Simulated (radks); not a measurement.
Values are calculated unless marked as measured or tabulated.
Valence configurations of Pd II (all share [Kr]). Level of theory: scalar-relativistic Kohn-Sham, LDA (Slater exchange, Perdew-Wang correlation), spin-polarised, spherical densities, finite nucleus; open shells are filled with parallel spins first (spin-orbit coupling, left out, can overturn this in heavy ions); Fermi nuclear charge, rms radius 4.5318 fm (a radial shooting solver on a logarithmic mesh with Libxc functionals). Energies are relative to 4d9; eigenvalues in eV for spin up.

valence,E (eV),moment (Bohr magnetons),e(4d),e(5p),e(5s)
4d9,0.000,1,-15.174,-,-
4d8.5 5s0.5,1.632,2,-16.981,-,-12.454
4d8 5s1,3.487,3,-18.828,-,-13.334
4d8.5 5p0.5,4.259,2,-17.669,-7.669,-
4d8 5p1,9.024,3,-20.157,-8.629,-
4d7 5s2,9.469,3,-22.633,-,-14.529
4d7 5s1 5p1,14.094,5,-23.940,-9.667,-15.794
4d7 5p2,20.280,5,-25.159,-10.301,-
4d6 5s1 5p2,27.119,7,-29.086,-11.251,-18.025
4d5 5s1 5p3,42.612,9,-34.276,-12.716,-20.113

NIST lists [Kr] 4d9 as the ground configuration; this level of theory agrees among the configurations tried. The energies are those of spherical high-spin densities, not of single terms.
